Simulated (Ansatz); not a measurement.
Reactions of CH8B2N2, SMILES `BNB(C)N`.

Program: Ansatz. Geometries: PBE0-D4/def2-TZVP. ΔE: electronic, gas phase. CBS: MP2 limit from def2 TZ/QZ plus the TZ coupled-cluster correction, frozen cores. This one scheme is used for every species, atoms too. DFT in def2-TZVPP. No spin–orbit coupling; open shells (•) take unrestricted orbitals. Spin–orbit coupling would lower the free atoms: a little for B, C. Each species was taken in one conformer, which may not be the lowest.

```json
{"reaction": "`BNB(C)N` + SiH₄ → `CB(N)[SiH3]` + `BN`", "CCSD(T)/CBS(def2) (kJ/mol)": "90"}
{"reaction": "`BNB(C)N` + CH₃SH → `CSB(C)N` + `BN`", "CCSD(T)/CBS(def2) (kJ/mol)": "8"}
{"reaction": "`BNB(C)N` → 2 B• + C• + 8 H• + 2 N•", "CCSD(T)/CBS(def2) (kJ/mol)": "?"}
{"reaction": "`BNB(C)N` + `N=CF` → `BN=CF` + `CB(N)N`", "CCSD(T)/CBS(def2) (kJ/mol)": "23"}
```

(1) Fill in the missing values. (Estimate.)

Largest T1 diagnostic: 0.015, for `BN=CF`.

Results:

(1) Computed: `BNB(C)N` → 2 B• + C• + 8 H• + 2 N•: +5058.6 kJ/mol.
